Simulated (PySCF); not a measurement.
Results of a calculation; reference values are marked as such.
## B3H6N4

The system: B3H6N4, a small molecule (built as: end group NH); neutral, doublet. The structure, one conformer, was relaxed in the gas phase by PBE0-D3(BJ)/def2-SVP. No frequency run checks that it is a minimum.

SMILES: [NH]N1BNBNB1

Coordinates in Å:
```
B1      0.740   -1.005   -0.266
N2     -0.631   -1.363   -0.242
B3     -1.677   -0.413   -0.023
N4     -1.286    0.944    0.175
B5      0.065    1.384    0.167
N6      1.093    0.383   -0.059
N7      2.374    0.814   -0.065
H8      1.620   -1.813   -0.453
H9     -0.879   -2.333   -0.387
H10    -2.837   -0.748   -0.007
H11    -2.007    1.636    0.333
H12     0.374    2.533    0.338
H13     2.944   -0.027   -0.238
```

EPR values by unrestricted B3LYP, IGLO-III on B N, pcH-1 on H.

**Question.** Predict g and the largest hyperfine couplings. Where does the spin sit?

**Answer.** g = 2.0021, 2.0036, 2.0057. The spin sits on N7 (83 %, bonded to 1 N + 1 H) by Mulliken populations.
```
atom  isotope  isotropic (MHz)  dipolar, principal values (MHz)
  N7      14N             28.8               -38.7, -37.1, 75.8
 H13       1H            -53.0                -43.7, -8.1, 51.8
  N6      14N             -3.1                 -6.5, -5.0, 11.5
  H8       1H             -5.1                  -3.1, -2.6, 5.7
 H12       1H             -4.5                  -3.2, -2.6, 5.8
  B1      11B             -0.4                  -5.3, -1.2, 6.5
```

**Question.** How do the isotropic couplings move with BHandHLYP?

**Answer.** N7 28.8 to 43.4 MHz, H13 -53.0 to -65.8 MHz, N6 -3.1 to -2.0 MHz, H8 -5.1 to -4.1 MHz.

The 2 runs behind this took 2.4 min in all, one thread each of Arm Neoverse V1 on a shared host, launched as `OMP_NUM_THREADS=1 python cluster_run.py task.json out`.
